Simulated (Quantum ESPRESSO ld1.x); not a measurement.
Species: Pm II. Configuration: [Xe] 4f5 5f1 (not the ground configuration). All-electron calculation, Dirac Kohn-Sham, LDA (Slater exchange, VWN5 correlation), spin-unpolarised, spherical densities, point nucleus; open shells fill j = l - 1/2 first. Program: ld1.x of Quantum ESPRESSO 7.5.

Radial electron density D(r) = 4 pi r^2 rho(r):

r (bohr),D(r) (e/bohr)
0.001142,4.274
0.001351,5.629
0.001598,7.379
0.001876,9.499
0.002219,12.31
0.002624,15.82
0.00308,19.93
0.003643,25.14
0.00431,31.31
0.005098,38.43
0.005983,45.96
0.007077,54.39
0.008372,62.86
0.009825,70.36
0.01162,76.84
0.01375,81.09
0.01613,82.53
0.01908,81.24
0.02258,77.87
0.02649,74.32
0.03134,72.55
0.03707,74.97
0.04351,81.96
0.05146,92.62
0.06088,102.5
0.07144,106.4
0.08451,101.9
0.09997,91.14
0.1173,81.64
0.1388,79.62
0.1642,86.24
0.1942,92.75
0.2279,88.52
0.2696,70.65
0.3189,49.02
0.3742,37.36
0.4427,37.86
0.5237,42.52
0.6145,41.24
0.727,32.44
0.86,21.84
1.009,14.87
1.194,11.29
1.412,9.241
1.657,7.104
1.96,4.570
2.319,2.396
2.721,1.057
3.219,0.3666
3.808,0.1230
4.469,0.07309
5.286,0.08625
6.253,0.1171
7.397,0.1401
8.681,0.1374
10.27,0.1041
12.15,0.05723
14.26,0.02272
16.86,0.005628
19.95,0.0008569

D(r) has 5 maxima, at r = 0.0163, 0.0714, 0.201, 0.554, 7.89 bohr, and minima at 0.0313, 0.132, 0.402, 4.58 bohr, inside which lie 2.02, 11.22, 29.24, 59.05 electrons.
